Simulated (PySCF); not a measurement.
Highest occupied level (eV) of eight silicon and germanium compounds: PBE beside HF, computed with PySCF for isolated molecules in the bases named; differences from unrounded values. The eight are the first of their class met in an unordered collection, after screening for sound electronic states; none was chosen by its value. Each molecule has one DFT geometry for both levels.

```
molecule                                                              basis      HF    PBE  difference
---------------------------------------------------------------  ----------  ------  -----  ----------
chlorosilylformaldehyde (CH₃ClOSi), SMILES O=C[SiH2]Cl           def2-TZVPD  -11.13  -6.08        5.05
Si(Cl)2(F)(GeH3) (Cl2FGeH3Si), SMILES F[Si](Cl)(Cl)[GeH3]         def2-TZVP  -11.57  -7.53        4.03
Si(H)2(Me)(OAc) (C₃H₈O₂Si), SMILES C(O[SiH2]C)(=O)C               def2-TZVP  -12.25  -6.38        5.87
Si(H)3(NHiPr) (C3H11NSi), SMILES C(N[SiH3])(C)C                   def2-TZVP  -10.05  -5.39        4.66
C2H3ClF2O2Si, SMILES CC(=O)O[Si](F)(F)Cl                          def2-TZVP  -13.02  -7.05        5.97
C₂H₇ClOSi, SMILES C[C@@H](O)[SiH2]Cl                              def2-TZVP  -11.03  -6.15        4.89
dichloro(silyloxy)silane (Cl2H4OSi2), SMILES Cl[SiH](O[SiH3])Cl   def2-TZVP  -12.58  -7.70        4.88
C4H9NSi, SMILES N[SiH]1CC=CC1                                     def2-TZVP   -9.29  -5.68        3.60
```

PBE lies below HF in 0 and above it in 8 of the eight; the mean signed difference is 4.87 and the largest 5.97 eV.
